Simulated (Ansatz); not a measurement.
`CN([SiH2]F)[SiH2]Cl`, relaxed with RKS PBE0-D4/def2-TZVP in the Gaussian-basis code of Ansatz from a GFN2-xTB geometry. The force threshold is 0.005 eV/Å; the program also tests the step.

Total charge 0; spin multiplicity 1.

Start:

```xyz
13

C    -0.418   -1.092    0.957
N    -0.097   -0.031    0.014
Si   -0.283    1.573    0.630
F     0.114    2.576   -0.558
Si    0.717   -0.428   -1.469
Cl   -0.074   -2.144   -2.159
H    -1.279   -0.806    1.560
H     0.419   -1.290    1.631
H    -0.659   -2.011    0.427
H    -1.684    1.822    0.932
H     0.655    1.875    1.703
H     2.144   -0.673   -1.242
H     0.445    0.628   -2.427
```

| step | energy (eV) | largest force (eV/Å) | largest move (Å) |
| --- | --- | --- | --- |
| 1 | -33627.0438 | 1.080 | 0.000 |
| 2 | -33627.1335 | 0.372 | 0.083 |
| 3 | -33627.1438 | 0.153 | 0.039 |
| 4 | -33627.1624 | 0.265 | 0.200 |
| 5 | -33627.1748 | 0.324 | 0.195 |
| 6 | -33627.1805 | 0.287 | 0.106 |
| 7 | -33627.1885 | 0.206 | 0.070 |
| 8 | -33627.1949 | 0.126 | 0.093 |
| 9 | -33627.1971 | 0.095 | 0.058 |
| 10 | -33627.1997 | 0.040 | 0.098 |
| 11 | -33627.2005 | 0.036 | 0.058 |
| 15 | -33627.2024 | 0.100 | 0.079 |
| 19 | -33627.2046 | 0.096 | 0.067 |
| 23 | -33627.2127 | 0.015 | 0.039 |
| 27 | -33627.2171 | 0.075 | 0.011 |
| 31 | -33627.2200 | 0.051 | 0.088 |
| 35 | -33627.2234 | 0.144 | 0.104 |
| 39 | -33627.2292 | 0.387 | 0.133 |
| 43 | -33627.2518 | 0.082 | 0.098 |
| 47 | -33627.2983 | 0.129 | 0.200 |
| 51 | -33627.3209 | 0.029 | 0.080 |
| 55 | -33627.3245 | 0.034 | 0.060 |
| 59 | -33627.3248 | 0.003 | 0.009 |
| 60 | -33627.3248 | 0.002 | 0.011 |

End:

```xyz
13

C     0.186   -0.968    1.157
N     0.010   -0.010    0.058
Si   -0.488    1.585    0.424
F     0.719    2.472    0.989
Si    0.369   -0.560   -1.527
Cl   -0.997   -1.978   -2.137
H    -0.265   -0.583    2.075
H     1.244   -1.160    1.357
H    -0.303   -1.918    0.927
H    -0.967    2.230   -0.816
H    -1.493    1.546    1.510
H     1.683   -1.242   -1.561
H     0.300    0.587   -2.455
```

Hardware: 2 threads of an AMD EPYC 7R13 on a shared host and a share of an NVIDIA H100 80 GB. Wall time 2.9 min, peak host memory 0.89 GiB.
